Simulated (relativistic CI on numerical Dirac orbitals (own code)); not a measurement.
# P+: what numerical and physical settings do to a radial Dirac CI calculation

Reference input:

```
atom P  Z=15  charge=1  electrons=14
nucleus A=31  rms_radius_fm=3.1889
hamiltonian dirac-coulomb  breit=on  qed=on  c_scale=1
orbitals kli  potential=per-configuration
slater_scale 1
correlation none
mixing on
grid step=0.0125 r_max=51.4
scf mixing=0.4 start=green max_iterations=150 tolerance=2e-08 node_fill=0.05
configurations
  [Ne] 3s2 3p2
  [Ne] 3s 3p3
end
```

Computed lowest total energy -341.07638 Ha, first excitation 165.9 cm⁻¹, 20 SCF steps. Runs with settings changed; * marks those that are bad on purpose (the QED terms keep the true α when c is scaled):

```csv
Changed,Outcome,Lowest level,ΔE (Ha),First excitation (cm⁻¹),SCF steps,Message
"SCF tolerance 1e-10, iteration limit 20, Breit term off",converged,3s2 3p2 3P_0,-0.0698,174.5,22,
"SCF mixing 0.05, start potential bare, end of the grid at 35.98 bohr",converged,3s2 3p2 3P_0,6.75e-10,165.9,36,
"speed of light × 2, nuclear radius 2.87 fm, iteration limit 20",converged,3s2 3p2 3P_0,0.581,40.3,20,
"grid step 0.03, iteration limit 30, SCF tolerance 1e-06",converged,3s2 3p2 3P_0,7.07e-05,165.9,18,
end of the grid at 4.11 bohr *,not converged,,,,10,orbital 2s not found
iteration limit 2 *,not converged,,,,2,SCF of 1s2 2s2 2p6 3s2 3p2 did not converge
```

With so few configurations and no correlation, terms lie too far apart (by 10 to 50 % near neutrality), their order can be wrong, and levels of other configurations are missing.
